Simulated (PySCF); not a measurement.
**PbS⁺: frontier orbitals**

BHandHLYP at R = 2.497 Å; basis Pb def2-SVP with ECP60, S def2-SVP; scalar-relativistic core potentials; PySCF 2.14. State: ²Π (doublet), unpaired electrons π ↑. Only the outer orbitals are listed, counted within each symmetry, core potentials removing the inner ones.

| spin | orbital | occ. | ε (eV) | on Pb (%) | main shells (%) |
| --- | --- | --- | --- | --- | --- |
| α | 7σ | 1 | -27.19 | 12 | 86 S s |
| α | 8σ | 1 | -21.06 | 83 | 83 Pb s, 9 S s |
| α | 4π | 1 | -15.40 | 7 | 93 S p |
| α | 9σ | 1 | -14.54 | 35 | 63 S p, 26 Pb p |
| α | 4π | 1 | -14.14 | 12 | 88 S p, 10 Pb p |
| α | 5π | 0 | -8.05 | 94 | 94 Pb p |
| α | 5π | 0 | -7.80 | 90 | 90 Pb p, 10 S p |
| α | 10σ | 0 | -5.15 | 83 | 78 Pb p, 20 S p |
| β | 7σ | 1 | -25.64 | 19 | 79 S s, 14 Pb s |
| β | 8σ | 1 | -20.83 | 78 | 78 Pb s, 16 S s |
| β | 9σ | 1 | -14.21 | 37 | 61 S p, 30 Pb p |
| β | 4π | 1 | -13.62 | 16 | 83 S p, 15 Pb p |
| β | 4π | 0 | -9.30 | 55 | 54 Pb p, 45 S p |
| β | 5π | 0 | -7.80 | 85 | 85 Pb p, 14 S p |
| β | 5π | 0 | -7.05 | 48 | 52 S p, 46 Pb p |

Task: Which are the highest filled and the lowest empty level, where do they sit, and how wide is the gap?

Result: Highest filled β 4π at -13.62 eV (in %: 83 S p, 15 Pb p); lowest empty β 4π at -9.30 eV (in %: 54 Pb p, 45 S p); the gap at BHandHLYP is 4.32 eV. Both belong to one degenerate shell, split only by its one-sided filling, so this is no excitation gap.

The bond order (Mayer) is 1.44 and the ⟨S²⟩ is 0.758. The charge on Pb (Mulliken, basis-dependent) is 1.04, the charge on Pb (Löwdin, basis-dependent) is 0.87 and the dipole moment (positive dipole points towards S; it is taken about the centre of mass and depends on that origin) is -1.69 D.

Spin–orbit coupling is left out, which matters for elements this heavy, above all for dissociation energies. The state was picked by a PBE0 search and need not be the measured ground state.
